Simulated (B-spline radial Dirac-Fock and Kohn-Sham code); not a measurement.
**Binding energies of Pt³⁺ at several levels of theory**

System: platinum as Pt³⁺, configuration [Xe] 4f14 5d7.

The density-functional columns are spherical, spin-unpolarised Dirac-Kohn-Sham results without Breit or QED terms: −ε is minus the orbital energy of the initial state and ΔSCF the difference of two total energies. The reference in the last column comes from relaxed Dirac-Fock hole states (ΔSCF) with Breit and QED corrections and a finite nucleus. All numbers are from a B-spline atomic structure program, in eV; a selection of levels is shown. The Kohn-Sham columns are given as differences from the reference. For the 1s level of heavy atoms much of the gap between ΔSCF and the reference is the Breit and QED part, -416.8 eV here; for other levels the error of the functional can be larger.

```csv
level,PBE −ε − DF,PBE ΔSCF − DF,LDA −ε − DF,LDA ΔSCF − DF,Dirac-Fock
K (1s),-129.1,+470.9,-192.3,+405.7,78437.0
L1 (2s),-158.0,-47.3,-167.3,-56.2,13934.2
L2 (2p1/2),-111.1,+32.2,-115.4,+28.1,13320.0
L3 (2p3/2),-130.6,-9.8,-133.0,-12.0,11610.6
M1 (3s),-88.1,-55.2,-90.6,-57.5,3350.9
M2 (3p1/2),-70.8,-35.3,-71.7,-36.1,3078.1
M3 (3p3/2),-70.8,-38.9,-71.2,-39.2,2698.1
M5 (3d5/2),-50.8,-13.6,-50.4,-13.3,2169.3
N1 (4s),-49.0,-33.3,-50.2,-34.4,778.0
N2 (4p1/2),-41.5,-25.9,-42.0,-26.3,661.9
N3 (4p3/2),-41.2,-26.3,-41.8,-26.9,571.0
N5 (4d5/2),-29.1,-14.7,-29.1,-14.6,363.9
N6 (4f5/2),-11.9,+1.9,-11.4,+2.4,119.2
N7 (4f7/2),-12.0,+1.6,-11.5,+2.1,115.9
O1 (5s),-15.5,-6.3,-15.0,-5.9,152.1
O2 (5p1/2),-11.0,-2.3,-10.6,-1.8,112.9
O3 (5p3/2),-11.0,-2.8,-10.8,-2.5,97.68
"O4,5 (5d)",-5.3,+1.6,-5.0,+1.9,44.08
```

Values without a named source are computed, but for edge energies of neutral atoms, which are taken from tables.
